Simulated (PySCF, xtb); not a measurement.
C2H4NO, SMILES C[N]C=O (connectivity only; charge and spin as stated), charge -1, multiplicity 1.

xtb with GFN2-xTB at its own geometry gives an orbital gap of 5.15 eV.

Geometry optimised at B3LYP-D3(BJ)/def2-SVPD. The spin state was assumed, not searched. The isomer is the one that the SMILES or the coordinates give; other isomers of the formula were not compared. Other conformers were not sampled.

**Question.** What does ωB97X/def2-TZVPD in PySCF give? (An estimate is asked for; the answer gives what the named calculation found.)

**Answer.** gap 8.67 eV (levels -2.97 and 5.71 eV).
